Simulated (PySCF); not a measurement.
CH5AlBrN. Atoms are numbered in the order given.

```xyz
9

Al     0.6464     0.6655     0.2089
Br    -0.8905    -0.9438    -0.2731
C      0.6291     2.3721    -0.7358
H      0.7570     2.2221    -1.8217
H      1.4278     3.0498    -0.3906
H     -0.3369     2.8879    -0.5985
N      1.8188     0.2515     1.4708
H      2.5647     0.8606     1.7990
H      1.8446    -0.6320     1.9745
```
Charge 0, spin multiplicity 1.

Geometry optimised at TPSSh-D3(BJ)/def2-SVP. The structure was generated by enumeration; whether it is a known compound was not checked. The values are those of a single conformer.

Level of theory: HF/pcSseg-1 (PySCF).

GIAO shieldings, no solvent; atoms listed in one row are averaged. δ = σ(ref) − σ: ¹³C against TMS (σ = 192.6 ppm); ¹H against TMS (σ = 31.99 ppm); ¹⁵N against NH3 (σ = 267.3 ppm), references at their B3LYP-D3(BJ)/def2-TZVP geometries, non-relativistic (without spin–orbit terms, shifts of atoms bonded to Cl or Br come out too high).

Computed chemical shifts:
```
nucleus       atoms  count  δ (ppm)
-------  ----------  -----  -------
¹³C              C3      1     -9.9
¹H               H9      1     1.50
¹H               H8      1     1.41
¹H       H4, H5, H6      3     0.14
¹⁵N              N7      1     28.4
```
